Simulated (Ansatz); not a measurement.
`CBN([SiH3])[SiH3]`, charge 0, multiplicity 1.

**Question.** Give a relaxed structure at PBE0-D4/def2-TZVP (the Gaussian-basis code of Ansatz). (An estimate is asked.)

**Answer.** Computed: 
Z-matrix (Å, degrees):
```
C
B 1 1.563
H 1 1.096 2 109.2
H 1 1.090 2 116.3 3 122.9
H 1 1.096 2 109.1 3 -114.2
N 2 1.420 1 126.9 3 -122.4
H 2 1.211 1 117.7 3 57.7
Si 6 1.748 2 127.9 1 0.8
Si 6 1.755 2 114.1 1 -179.2
H 8 1.481 6 110.9 2 4.2
H 8 1.486 6 109.9 2 -116.7
H 8 1.486 6 109.3 2 124.7
H 9 1.484 6 111.0 2 -62.9
H 9 1.483 6 110.9 2 59.0
H 9 1.489 6 107.3 2 178.0
```
This is one stationary point; other conformers may exist.
